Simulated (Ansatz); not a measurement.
A nudged elastic band was laid between two geometries of BFH₂In (5 atoms, charge 0, multiplicity 2).

Level of theory: UKS BHLYP/def2-SVP in Ansatz 0.2.0.

```
movable images  : 7
climbing image  : yes
spring          : 5.0 eV/Å²
optimiser       : quadratic models (default)
start path      : IDPP
force threshold : 0.03 eV/Å
iteration limit : 49
end points      : relaxed
```

Image 0:

```xyz
5
Properties=species:S:1:pos:R:3
F 0.675 -1.730 1.830
B 0.614 -1.012 0.775
In -0.340 0.580 -0.464
H -1.355 0.034 -1.740
H 0.407 2.129 -0.402
```

Image 8:

```xyz
5
Properties=species:S:1:pos:R:3
F 0.288 -1.557 2.074
B -0.118 -0.684 1.233
In 0.052 0.404 -0.708
H -0.991 -0.128 -1.969
H 0.769 1.966 -0.630
```

What changes between the two ends?

No bond is made or broken.  The two ends are copies of one structure, up to a mirror image or an exchange of like atoms.

Give the energies along the band, and the barrier.

The run converged. The highest image is number 4 of 0 to 8, 2.8 kJ/mol above the ends, which have the same energy within 2 meV. A vibrational analysis at the climbing image gives one clearly imaginary mode, 160i cm⁻¹: a first-order saddle point.

| image | path coordinate (Å) | energy (kJ/mol) |
| --- | --- | --- |
| 0 | 0.00 | 0.0 |
| 1 | 0.09 | 0.4 |
| 2 | 0.17 | 1.4 |
| 3 | 0.26 | 2.4 |
| 4 | 0.34 | 2.8 |
| 5 | 0.43 | 2.4 |
| 6 | 0.51 | 1.4 |
| 7 | 0.60 | 0.4 |
| 8 | 0.68 | 0.0 |

What is the geometry of the highest image?


```xyz
5
Properties=species:S:1:pos:R:3:forces:R:3
F 0.495 -1.666 1.965 0.00 0.01 -0.01
B 0.254 -0.856 1.009 0.00 -0.01 0.01
In -0.158 0.532 -0.628 0.00 0.00 0.00
H -1.189 -0.070 -1.852 0.00 0.00 0.00
H 0.599 2.059 -0.495 0.00 0.00 0.00
```

What are the harmonic wavenumbers there?

160i, 211, 340, 415, 446, 595, 1482, 1878, 1878 cm⁻¹.

Run time: 120 s on 1 thread of AMD EPYC 7R43 64-Core Processor (Zen 3), with other jobs on the host, peak memory 0.18 GiB.
